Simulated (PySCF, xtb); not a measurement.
ReO4, SMILES [O]=[Re-](=[O])(=[O])=[O], charge -1, multiplicity 1.

Harmonic wavenumbers (cm⁻¹) from GFN2-xTB (xtb) at its own minimum, in rising order: 258, 258, 258, 275, 275, 786, 820, 820, 820.

Q: What does PySCF 2.14.0 with PBE-D3(BJ)/def2-SVPD give at its own minimum? (Estimate from the structure and the level; the computed values follow.)

A: 311, 311, 311, 319, 319, 890, 890, 890, 933. Paired by order, the mean absolute difference is 67 cm⁻¹ and the zero-point energies are 6.5 and 7.4 kcal/mol.
